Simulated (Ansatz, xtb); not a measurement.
**FH3INSi2: which of two isomers lies lower**

Structure X: `F[Si]N[SiH2]I`, a singlet. Structure Y: `F[SiH2]N[Si]I`, a singlet. Both are isolated molecules in the gas phase, relaxed with B3LYP-D3(BJ)/def2-SVP; the shapes shown needn't be the lowest conformers.

X (Å):

```xyz
8

F    -1.4767    2.4624    4.0690
I    -0.8437   -0.1521   -0.6594
N    -0.2448    2.0944    1.8805
Si   -1.6233    1.4669    2.7580
Si    0.4601    1.6907    0.3349
H     0.2398    2.8481    2.3790
H     0.4073    2.8362   -0.6106
H     1.8631    1.2218    0.4784
```

Y (Å):

```xyz
8

F     1.6288    1.4958    0.2287
I     4.5609   -0.5607   -4.3637
N     3.3539    0.0025   -1.3444
Si    2.6015    0.1931    0.2215
Si    2.8949   -1.1749   -2.5449
H     3.6365    0.4247    1.2559
H     1.7734   -1.0110    0.4604
H     4.1075    0.6586   -1.5615
```

Quicker runs give these differences E(Y) − E(X): GFN2-xTB −4.3 kcal/mol; HF/STO-3G −0.4 kcal/mol (at GFN2-xTB geometries); r2SCAN-D4/def2-SVP −3.6 kcal/mol (at GFN2-xTB geometries).

**Question.** Estimate E(Y) − E(X) at the level CCSD(T)/def2-SVP + ΔMP2/def2-TZVPP.

**Answer.** Calculated at CCSD(T)/def2-SVP + ΔMP2/def2-TZVPP: E(Y) − E(X) = −4.8 kcal/mol, so structure Y lies lower.

Level by level:

```csv
level,geometry,E(Y) − E(X) (kcal/mol),departure from the last row (kcal/mol),"job, with rough time for the two"
GFN2-xTB,GFN2-xTB,−4.3,+0.6,"optimisation, 0.31 s"
HF/STO-3G,GFN2-xTB,−0.4,+4.4,"single point, 0.98 s"
r2SCAN-D4/def2-SVP,GFN2-xTB,−3.6,+1.2,"single point, 4.3 s"
B3LYP-D3(BJ)/def2-SVP,B3LYP-D3(BJ)/def2-SVP,−5.5,−0.7,"optimisation, 50 s"
HF/def2-SVP,B3LYP-D3(BJ)/def2-SVP,−5.8,−1.0,part of the CCSD(T) run
MP2/def2-SVP,B3LYP-D3(BJ)/def2-SVP,−5.6,−0.8,part of the CCSD(T) run
CCSD(T)/def2-SVP,B3LYP-D3(BJ)/def2-SVP,−5.5,−0.7,single point
CCSD(T)/def2-SVP + ΔMP2/def2-TZVPP,B3LYP-D3(BJ)/def2-SVP,−4.8,,"single point, 38 s"
```

As drawn, both hold the same kinds of bond in the same numbers.

HF/STO-3G finds them nearly level. The largest departure from CCSD(T)/def2-SVP + ΔMP2/def2-TZVPP is that of HF/STO-3G, 4.4 kcal/mol. The last row adds to CCSD(T) the change of the MP2 difference between the two basis sets, here +0.7 kcal/mol.

With harmonic frequencies from B3LYP-D3(BJ)/def2-SVP (ideal gas, rigid rotor, one conformer each, 298.15 K, 1 atm): on the last row, ΔE + ΔZPE = −4.1 kcal/mol. A mode under 50 cm⁻¹ makes harmonic enthalpies and free energies unreliable, so none is given.

The correlated steps freeze 16 core orbitals; the filled d shell of I is correlated, in a basis made for valence electrons. Atoms past krypton carry core potentials in the def2 sets, other sets are all-electron and non-relativistic, and no spin–orbit term is included. Programs: Ansatz 0.2.0, xtb 6.7.1; the last row on 2 threads of Arm Neoverse V1 on a shared host.
